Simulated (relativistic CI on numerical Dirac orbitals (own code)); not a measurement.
# Re⁴⁺ (5d3) in a crystal field

Calculated by Dirac-Coulomb-Breit CI, separate exchange-only KLI orbitals for each configuration, model QED, valence Slater integrals scaled by 0.65, one configuration in a parametric crystal field (own radial code).

Field parameters in Wybourne normalisation: D3d B²₀ = −7Dσ, B⁴₀ = −14Dq − 21Dτ, B⁴₃ = −14√(10/7) Dq. The field is a parameter set, without covalency.

S and J are read from ⟨S²⟩ = S(S + 1) and ⟨J²⟩ = J(J + 1) of each level; they are not fictitious spins.

D3d, 10Dq = 41600, Dσ = -1200, Dτ = -70 cm⁻¹, the lowest 10 levels:

| E (cm⁻¹) | Degeneracy | Irrep | S | J |
| --- | --- | --- | --- | --- |
| 0.0 | 2 | Γ4 | 1.44 | 3.25 |
| 229 | 2 | Γ5+Γ6 | 1.46 | 3.27 |
| 8615 | 2 | Γ4 | 0.59 | 3.79 |
| 10355 | 2 | Γ5+Γ6 | 0.54 | 3.82 |
| 11806 | 2 | Γ4 | 0.51 | 3.79 |
| 12224 | 2 | Γ5+Γ6 | 0.52 | 3.99 |
| 12417 | 2 | Γ4 | 0.52 | 3.54 |
| 19818 | 2 | Γ4 | 0.54 | 3.61 |
| 21199 | 2 | Γ5+Γ6 | 0.56 | 3.58 |
| 23469 | 2 | Γ4 | 0.55 | 3.77 |

Principal g values of the ground doublet: 1.70, 3.18, 3.18.

D3d, 10Dq = 41600, Dσ = 1200, Dτ = -70 cm⁻¹, the lowest 16 levels:

| E (cm⁻¹) | Degeneracy | Irrep | S | J |
| --- | --- | --- | --- | --- |
| 0.0 | 2 | Γ5+Γ6 | 1.44 | 3.25 |
| 274 | 2 | Γ4 | 1.47 | 3.27 |
| 9259 | 2 | Γ5+Γ6 | 0.59 | 3.81 |
| 11021 | 2 | Γ4 | 0.54 | 4.04 |
| 11567 | 2 | Γ4 | 0.52 | 3.75 |
| 12049 | 2 | Γ5+Γ6 | 0.52 | 3.77 |
| 12498 | 2 | Γ4 | 0.51 | 3.53 |
| 19922 | 2 | Γ4 | 0.55 | 3.57 |
| 21151 | 2 | Γ4 | 0.55 | 3.73 |
| 22460 | 2 | Γ5+Γ6 | 0.56 | 3.69 |
| 40847 | 2 | Γ4 | 1.48 | 3.14 |
| 41139 | 2 | Γ5+Γ6 | 1.46 | 3.28 |
| 41766 | 2 | Γ4 | 1.47 | 3.20 |
| 42126 | 2 | Γ4 | 1.46 | 3.03 |
| 42656 | 2 | Γ5+Γ6 | 1.46 | 3.20 |
| 43373 | 2 | Γ4 | 1.44 | 3.50 |

Principal g values of the ground doublet: 0.00, 0.00, 4.82.

D3d, 10Dq = 41600, Dσ = 980, Dτ = -70 cm⁻¹, the lowest 10 levels:

| E (cm⁻¹) | Degeneracy | Irrep | S | J |
| --- | --- | --- | --- | --- |
| 0.0 | 2 | Γ5+Γ6 | 1.45 | 3.25 |
| 219 | 2 | Γ4 | 1.47 | 3.27 |
| 9557 | 2 | Γ5+Γ6 | 0.58 | 3.83 |
| 10948 | 2 | Γ4 | 0.54 | 4.02 |
| 11658 | 2 | Γ4 | 0.51 | 3.75 |
| 11966 | 2 | Γ5+Γ6 | 0.52 | 3.77 |
| 12480 | 2 | Γ4 | 0.51 | 3.53 |
| 19829 | 2 | Γ4 | 0.54 | 3.61 |
| 21064 | 2 | Γ4 | 0.55 | 3.70 |
| 22127 | 2 | Γ5+Γ6 | 0.56 | 3.68 |

Principal g values of the ground doublet: 0.00, 0.00, 4.86.

The free-ion ground term has S = 3/2. Every field shown keeps that spin.

Levels of this model without a field, named by their leading LS term (the scale mimics covalency, so terms lie below those of the real free ion): 4F_3/2 0, 4F_5/2 4606, 4F_7/2 8265, 4F_9/2 10572, 4P_3/2 10800, 4P_1/2 12491, 2G_7/2 16611, 2H_9/2 17235 cm⁻¹.
